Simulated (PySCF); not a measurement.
# Two-component Hartree-Fock for Sn(3+) (tin, charge +3)

Start: [Kr] 4d9 5s1 5p1; 4d3/2 filled at m_j = -3/2, -1/2, +1/2, +3/2; 4d5/2 filled at m_j = -3/2, -1/2, +1/2, +3/2, +5/2; 5s1/2 filled at m_j = +1/2; 5p3/2 filled at m_j = +3/2. Calculated with PySCF 2.14 in x2c-TZVPall-2c: generalised Hartree-Fock with the X2C-1e Hamiltonian and a Gaussian nucleus; one run each with spin-orbit coupling (SO) switched off, then screened by Boettger's factors. This is a chosen level, not necessarily the ground level.

| spinor shell | electrons | ε, spin-free (eV) | ε, screened SO (eV) | weight of nominal j (screened SO) | rms radius, screened SO (bohr) |
| --- | --- | --- | --- | --- | --- |
| 1s1/2 | 2 | -29386.0 | -29383.3 | 1.000 | 0.0333 |
| 2s1/2 | 2 | -4562.4 | -4561.7 | 1.000 | 0.136 |
| 2p1/2 | 2 | -4092.6 | -4252.8 | 1.000 | 0.118 |
| 2p3/2 | 4 | -4092.6 | -4019.7 | 1.000 | 0.123 |
| 3s1/2 | 2 | -951.47 | -951.31 | 1.000 | 0.361 |
| 3p1/2 | 2 | -794.19 | -824.41 | 1.000 | 0.354 |
| 3p3/2 | 4 | -794.19 | -780.39 | 1.000 | 0.366 |
| 3d3/2 | 4 | -552.64 | -558.11 | 0.999 | 0.339 |
| 3d5/2 | 6 | -552.64 | -548.88 | 0.999 | 0.342 |
| 4s1/2 | 2 | -196.95 | -196.97 | 1.000 | 0.869 |
| 4p1/2 | 2 | -146.51 | -152.95 | 0.990 | 0.922 |
| 4p3/2 | 4 | -146.51 | -143.61 | 0.995 | 0.948 |
| 4d3/2 | 4 | -71.781 | -72.797 | 0.888 | 1.13 |
| 4d5/2 | 5 | -71.781 | -71.131 | 0.910 | 1.14 |
| 5s1/2 | 1 | -44.297 | -44.312 | 0.999 | 2.23 |
| 5p3/2 | 1 | -34.352 | -34.051 | 1.000 | 2.56 |

```csv
quantity,spin-free,screened SO
E (hartree),-6170.20530,-6171.67208
M_J,9/2,9/2
⟨J²⟩,24.762,24.762
⟨L²⟩,12.012,12.028
⟨S²⟩,3.751,3.768
```

Each row is a mean over spinors that exchange with the open shell spreads, by up to 7.525 eV (4p3/2).

Rows whose weight is well below 1 are mixtures of j = l ± 1/2: exchange outweighs spin-orbit coupling there, and the label is only the starting occupation.

Breit and QED terms are absent; they matter most for the inner s and p1/2 levels.

Densities and radii are taken from the X2C orbitals without a picture-change correction, which distorts them close to the nucleus.

Without spin-orbit coupling the j labels of p, d and f shells carry no meaning; the spin-free column gives the mean over the occupied spinors of each nl shell.
